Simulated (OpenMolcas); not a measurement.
## Au VIII: effect of the IPEA shift

```json
{
  "Program": "OpenMolcas",
  "Basis": "ANO-R1 [7s5p4d2f]",
  "Scalar Hamiltonian": "X2C, finite nucleus",
  "Active space": "4 electrons in 5 orbitals (5d)",
  "State averaging": "2S+1 = 5 even, 5 roots; 2S+1 = 3 even, 45 roots; 2S+1 = 1 even, 50 roots",
  "Spin-orbit coupling": "state interaction with AMFI integrals over the reference wave functions, term energies averaged over their components"
}
```

Methods on the same reference wave functions:
A. CASSCF
B. MS-CASPT2, IPEA 0.25 Eh, imaginary shift 0.1 Eh (closed shells correlated: 5s 5p)
C. MS-CASPT2, IPEA 0.5 Eh, imaginary shift 0.1 Eh (closed shells correlated: 5s 5p)

Energies in cm⁻¹ above 5d⁴ ⁵D₁.

```json
{"Level": "5d⁴ ⁵D₁", "A": "0.0", "B": "0.0", "C": "0.0"}
{"Level": "5d⁴ ⁵D₂", "A": "7521", "B": "7720", "C": "7690"}
{"Level": "5d⁴ ⁵D₃ [74 %]", "A": "12588", "B": "12600", "C": "12600"}
{"Level": "5d⁴ ³G₃ [60 %]", "A": "31754", "B": "30650", "C": "30760"}
{"Level": "5d⁴ ³F₂(1) [53 %]", "A": "32999", "B": "31200", "C": "31360"}
{"Level": "5d⁴ ³H₅ [73 %]", "A": "34562", "B": "34400", "C": "34480"}
{"Level": "5d⁴ ³P₁(1) [66 %]", "A": "36014", "B": "34220", "C": "34460"}
{"Level": "5d⁴ ³H₆ [66 %]", "A": "38076", "B": "38130", "C": "38150"}
{"Level": "5d⁴ ³G₄ [66 %]", "A": "42650", "B": "41530", "C": "41660"}
{"Level": "5d⁴ ³G₅ [73 %]", "A": "56573", "B": "55880", "C": "56000"}
{"Level": "5d⁴ ¹I₆ [66 %]", "A": "58812", "B": "58790", "C": "58770"}
{"Level": "5d⁴ ³D₁", "A": "58836", "B": "56440", "C": "56680"}
{"Level": "5d⁴ ¹S₀(1) [66 %]", "A": "67848", "B": "64140", "C": "64410"}
{"Level": "5d⁴ ¹F₃ [53 %]", "A": "71248", "B": "68380", "C": "68540"}
{"Level": "5d⁴ ³F₃(2) [74 %]", "A": "85146", "B": "81830", "C": "81980"}
{"Level": "5d⁴ ³P₁(2)", "A": "86244", "B": "82260", "C": "82540"}
{"Level": "5d⁴ ¹G₄(2) [64 %]", "A": "90695", "B": "87470", "C": "87600"}
{"Level": "5d⁴ ³P₀(2) [74 %]", "A": "90746", "B": "86340", "C": "86690"}
{"Level": "5d⁴ ¹D₂(2)", "A": "110572", "B": "105000", "C": "105040"}
{"Level": "5d⁴ ¹S₀(2)", "A": "138912", "B": "131100", "C": "131140"}
```

A puts 5d⁴ ⁵D₀ [55 %] lowest. B puts 5d⁴ ⁵D₀ [50 %] lowest. C puts 5d⁴ ⁵D₀ [51 %] lowest.

Between B and C the level of the table that moves most is 5d⁴ ³P₀(2) [74 %], by 360 cm-1 (lowest in B, highest in C). Moves below CASPT2's spread within the term are not significant.

From A to B the spin-free energies of the other terms of 5d⁴ shown, above ⁵D, scale by factors of 0.88 to 0.98.

The lowest spin-free term lies below A's lowest term by 0.155 hartree in B, 0.150 hartree in C.

CASPT2 does not keep the components of a term degenerate, so their means are used; among the terms shown or strongly mixed into the levels shown the widest spread is 1100 cm-1 (5d⁴ ¹F, C). The basis is small and was not contracted for so high a charge. The CASPT2 spread within a term exceeds the gap to the next term for 5d⁴ ¹I and 5d⁴ ¹G(1), so the order of their levels is uncertain (figures for B; the like holds for C). Without dynamic correlation excited terms often stand tens of per cent too high (terms of higher spin than the ground term too low), and those without a measured partner can miss by more than the paired ones (holds for A). Only configurations of the active space appear. Levels that lie high or do not pair safely by name in every column are left out.

A share in square brackets marks a mixed level and gives the weight of the term that names it, the lowest over the columns. A number in round brackets counts repeated terms of one configuration in the order of the reference energies.
